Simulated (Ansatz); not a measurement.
Relaxation of Cl₄H₂OSn (8 atoms, charge 0, multiplicity 1), to a largest force component of 0.03 eV/Å in at most 50 steps.

These are results of RKS PBE/def2-SVP (Ansatz), not measurements.

```xyz
8
Properties=species:S:1:pos:R:3
Sn 0.211 0.104 -0.100
Cl 0.262 0.031 2.296
Cl 2.464 -0.044 -0.750
Cl -0.603 2.111 -0.978
Cl -0.818 -1.833 -0.968
O -2.725 0.024 1.039
H -2.860 -0.883 0.695
H -2.274 -0.139 1.908
```

Problem. Where does it end, and by what steps?

Solution. The forces met the threshold. After 6 steps the energy has fallen by 0.221 eV; O6 moved furthest, 0.42 Å. Joined: Sn1–O6 (3.15 → 2.45 Å).

```json
{"step": "0", "energy less start (eV)": "0.0000", "largest force component (eV/Å)": "0.547", "accepted": "yes"}
{"step": "1", "energy less start (eV)": "-0.0583", "largest force component (eV/Å)": "1.086", "accepted": "yes"}
{"step": "2", "energy less start (eV)": "-0.1504", "largest force component (eV/Å)": "1.061", "accepted": "yes"}
{"step": "3", "energy less start (eV)": "-0.1731", "largest force component (eV/Å)": "0.776", "accepted": "yes"}
{"step": "4", "energy less start (eV)": "-0.2073", "largest force component (eV/Å)": "0.346", "accepted": "yes"}
{"step": "5", "energy less start (eV)": "-0.2000", "largest force component (eV/Å)": "0.367", "accepted": "no"}
{"step": "6", "energy less start (eV)": "-0.2215", "largest force component (eV/Å)": "0.030", "accepted": "yes"}
```

```xyz
8
Properties=species:S:1:pos:R:3
Sn -0.044 0.086 0.029
Cl 0.268 0.016 2.396
Cl 2.205 -0.062 -0.682
Cl -0.726 2.127 -0.914
Cl -0.915 -1.918 -0.933
O -2.343 0.044 0.869
H -2.621 -0.843 0.549
H -2.167 -0.081 1.828
```

The run took 6.3 s on 4 threads of Intel(R) Xeon(R) 6975P-C (Granite Rapids), on a shared host, peak memory 0.2 GiB.
